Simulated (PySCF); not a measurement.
Species: C7H8S.
Z-matrix (Å and degrees, PBE0-D3(BJ)/def2-SVP geometry), rows numbered from 1:
```
C 
C   1  1.4889
C   2  1.3426  1  124.89
C   3  1.4502  2  126.73  1   179.94
C   4  1.3796  3  126.91  2  -179.62
C   5  1.4202  4  113.44  3   179.87
C   6  1.3697  5  112.39  4     0.02
S   7  1.7185  6  111.71  5     0.02
H   1  1.1035  2  111.24  3   120.80
H   1  1.1035  2  111.24  3  -120.95
H   1  1.1000  2  111.70  3    -0.07
H   2  1.0982  1  116.52  3   179.97
H   3  1.0967  2  118.94  1     0.02
H   5  1.0913  4  122.29  3    -0.07
H   6  1.0908  5  124.24  4  -179.98
H   7  1.0892  6  128.25  5   179.96
```

All values: B3LYP/def2-SVPD (PySCF, non-relativistic), on one gas-phase PBE0-D3(BJ)/def2-SVP geometry that isn't relaxed in the solvent. The solvent is an IEF-PCM continuum (Bondi radii, 1.10 Å for H, scaled by 1.2), and excitations are vertical TDDFT with non-equilibrium linear response and a frozen core. Only the electrostatic response of the medium enters.

Gas-phase singlets (H = HOMO, L = LUMO):

```tsv
state	E (eV)	λ (nm)	f	leading configurations
S1	4.360	284	0.356	H→L 96%
S2	5.119	242	0.059	H-1→L 85%, H→L+3 10%
S3	5.327	233	0.001	H→L+1 90%
S4	5.619	221	0.000	H→L+2 86%
S5	5.984	207	0.053	H-2→L 46%, H→L+3 42%
```

**Question.** Give the list for chloroform (ε = 4.711), n² = 2.09.

**Answer.** 
| state | E (eV) | λ (nm) | f | leading configurations | change by rank (eV) |
| --- | --- | --- | --- | --- | --- |
| S1 | 4.233 | 293 | 0.451 | H→L 97% | -0.127 |
| S2 | 5.117 | 242 | 0.083 | H-1→L 88%, H→L+3 8% | -0.002 |
| S3 | 5.364 | 231 | 0.001 | H→L+1 88%, H→L+2 9% | +0.037 |
| S4 | 5.620 | 221 | 0.001 | H→L+2 86%, H→L+1 10% | +0.001 |
| S5 | 5.976 | 207 | 0.083 | H→L+3 46%, H-2→L 44% | -0.008 |

**Question.** Give the list for acetone (ε = 20.49), n² = 1.85.

**Answer.** 
```csv
state,E (eV),λ (nm),f,leading configurations,change by rank (eV)
S1,4.250,292,0.435,H→L 97%,-0.110
S2,5.137,241,0.076,"H-1→L 87%, H→L+3 9%",+0.018
S3,5.384,230,0.001,"H→L+1 86%, H→L+2 11%",+0.057
S4,5.613,221,0.002,"H→L+2 84%, H→L+1 12%",-0.006
S5,5.984,207,0.080,"H-2→L 45%, H→L+3 44%",0.000
```

**Question.** The ground-state energy changes by -0.135 eV from gas to acetone. By how much does the total energy of gas-phase S1 change?

**Answer.** E(S1) = E(S0) + excitation energy, so it changes by -0.135 − 0.110 = -0.245 eV: it is lowered more than the ground state, which is what a red shift means. This is the vertical state, with the slow part of the continuum still set for S0.

**Question.** How do the frontier levels move from gas to acetone?

**Answer.** 
```
orbital  gas (eV)  solvent (eV)  change (eV)                  Löwdin shares, gas              Löwdin shares, solvent
 LUMO+2      0.58          0.63        +0.05   S8 27 %, C1 21 %, C2 10 %, H9 7 %    S8 39 %, C1 11 %, C2 9 %, C3 6 %
 LUMO+1      0.39          0.43        +0.04    S8 52 %, C7 8 %, C4 7 %, H16 6 %     S8 55 %, C4 8 %, C7 8 %, C5 6 %
   LUMO     -1.30         -1.32        -0.02  C2 16 %, C7 15 %, S8 14 %, C4 13 %  C2 16 %, C7 15 %, S8 14 %, C4 13 %
   HOMO     -5.87         -5.89        -0.02  C2 18 %, C7 18 %, C4 15 %, C3 13 %  C2 19 %, C7 18 %, C4 15 %, C3 13 %
 HOMO-1     -7.02         -7.10        -0.08   S8 43 %, C5 20 %, C6 17 %, C4 8 %   S8 43 %, C5 20 %, C6 17 %, C4 9 %
 HOMO-2     -8.17         -8.19        -0.02  C3 26 %, C2 15 %, C7 14 %, C4 14 %  C3 25 %, C4 15 %, C7 14 %, C2 14 %
 HOMO-3     -9.24         -9.23        +0.01    S8 46 %, C4 10 %, C2 7 %, C3 6 %     S8 41 %, C2 9 %, C4 9 %, C3 7 %
```

The HOMO–LUMO gap goes from 4.58 to 4.58 eV. Rows go by rank; for LUMO+1 and LUMO+2 the atom shares or the degeneracy differ between the runs, so the row needn't follow one orbital.
